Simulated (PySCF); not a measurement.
An equivalent PySCF input for S⁺ (sulfur, charge +1), [Ne] 3s2 3p3, high-spin 4S determinant, with scalar relativity by spin-free X2C-1e:

```python
from pyscf import gto, scf, dft, mp, cc
import basis_set_exchange as bse
mol = gto.M(atom="S 0 0 0", charge=1, spin=3, symmetry="D2h",
            basis=gto.basis.parse(bse.get_basis("aug-cc-pVDZ-DK", elements=["S"], fmt="nwchem", header=False)),
            nucmod="G")
mf = dft.UKS(mol, xc="R2SCAN").sfx2c1e()
mf.irrep_nelec = {'Ag': (3, 3), 'B1u': (2, 1), 'B2u': (2, 1), 'B3u': (2, 1)}
mf.kernel()
```

It reaches the same state as the run whose output follows, with an energy that differs only through the grid. The run itself started from symmetry-adapted Hartree-Fock orbitals and held the occupation by maximum overlap, on a logarithmic radial grid, so the iterations belong to that start.

```
SCF conv_tol = 1e-09
number electrons alpha = 9  beta = 6
XC functionals = R2SCAN
    J. W. Furness, A. D. Kaplan, J. Ning, J. P. Perdew, and J. Sun.,  J. Phys. Chem. Lett. 11, 8208-8215 (2020)
    J. W. Furness, A. D. Kaplan, J. Ning, J. P. Perdew, and J. Sun.,  J. Phys. Chem. Lett. 11, 9248-9248 (2020)
    J. W. Furness, A. D. Kaplan, J. Ning, J. P. Perdew, and J. Sun.,  J. Phys. Chem. Lett. 11, 8208-8215 (2020)
    J. W. Furness, A. D. Kaplan, J. Ning, J. P. Perdew, and J. Sun.,  J. Phys. Chem. Lett. 11, 9248-9248 (2020)
cycle= 1 E= -398.7854742831  delta_E= -0.00128  |g|= 0.00468  |ddm|= 0.151
cycle= 2 E= -398.78548139515  delta_E= -7.11e-06  |g|= 0.000516  |ddm|= 0.0196
cycle= 3 E= -398.785481606225  delta_E= -2.11e-07  |g|= 0.000156  |ddm|= 0.00354
cycle= 4 E= -398.785481618843  delta_E= -1.26e-08  |g|= 1.67e-05  |ddm|= 0.000781
cycle= 5 E= -398.785481619199  delta_E= -3.57e-10  |g|= 1.94e-07  |ddm|= 6.6e-05
converged SCF energy = -398.785481619199  <S^2> = 3.7503878  2S+1 = 4.0001939
```
